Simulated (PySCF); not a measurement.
Bonds (- single, = double, # triple, : aromatic): O1=C2, C2-O3, C2-C4, C4-C5, C5:C6, C6:C7, C7:C8, C8:C9, C9:C10, C10:C5. O3 carries H11; C4 carries H12, H13; C6 carries H14; C7 carries H15; C8 carries H16; C9 carries H17; C10 carries H18.

Geometry: PBE0-D3(BJ)/def2-SVP; GIAO absolute shieldings from PySCF 2.14, gas phase, non-relativistic, averaged over equivalent atoms.

At PBE0/pcSseg-1 (210 basis functions, 37 s wall time on 1 thread of an x86-64 server CPU, shared host):
```json
{"atoms": "O1", "σ (ppm)": "-101.9"}
{"atoms": "O3", "σ (ppm)": "120.7"}
{"atoms": "C2", "σ (ppm)": "9.6"}
{"atoms": "C5", "σ (ppm)": "44.5"}
{"atoms": "C6/C10", "σ (ppm)": "48.9"}
{"atoms": "C7/C9", "σ (ppm)": "50.1"}
{"atoms": "C8", "σ (ppm)": "51.3"}
{"atoms": "C4", "σ (ppm)": "141.1"}
{"atoms": "H14/H18", "σ (ppm)": "23.67"}
{"atoms": "H15/H17", "σ (ppm)": "23.78"}
{"atoms": "H16", "σ (ppm)": "23.85"}
{"atoms": "H11", "σ (ppm)": "25.90"}
{"atoms": "H12/H13", "σ (ppm)": "27.95"}
```

Problem. Estimate the result of repeating the calculation with HF/pcSseg-1.

Solution. 
```json
{"atoms": "O1", "σ at HF/pcSseg-1": "-85.9", "change": "+16.0"}
{"atoms": "O3", "σ at HF/pcSseg-1": "152.9", "change": "+32.2"}
{"atoms": "C2", "σ at HF/pcSseg-1": "12.1", "change": "+2.5"}
{"atoms": "C5", "σ at HF/pcSseg-1": "50.2", "change": "+5.7"}
{"atoms": "C6/C10", "σ at HF/pcSseg-1": "52.8", "change": "+3.9"}
{"atoms": "C7/C9", "σ at HF/pcSseg-1": "54.6", "change": "+4.5"}
{"atoms": "C8", "σ at HF/pcSseg-1": "55.2", "change": "+3.9"}
{"atoms": "C4", "σ at HF/pcSseg-1": "152.2", "change": "+11.1"}
{"atoms": "H14/H18", "σ at HF/pcSseg-1": "23.95", "change": "+0.28"}
{"atoms": "H15/H17", "σ at HF/pcSseg-1": "24.13", "change": "+0.35"}
{"atoms": "H16", "σ at HF/pcSseg-1": "24.17", "change": "+0.32"}
{"atoms": "H11", "σ at HF/pcSseg-1": "26.03", "change": "+0.13"}
{"atoms": "H12/H13", "σ at HF/pcSseg-1": "28.42", "change": "+0.47"}
```

The largest change is at O3 (acid hydroxyl oxygen). Cost: 210 basis functions, 15 s wall time on 1 thread of an x86-64 server CPU, shared host. The order of the carbon signals is the same at both levels.

Hydrogen bonding in solution deshields acid and N–H amide carbonyl carbons by as much as 10 ppm beyond these values.
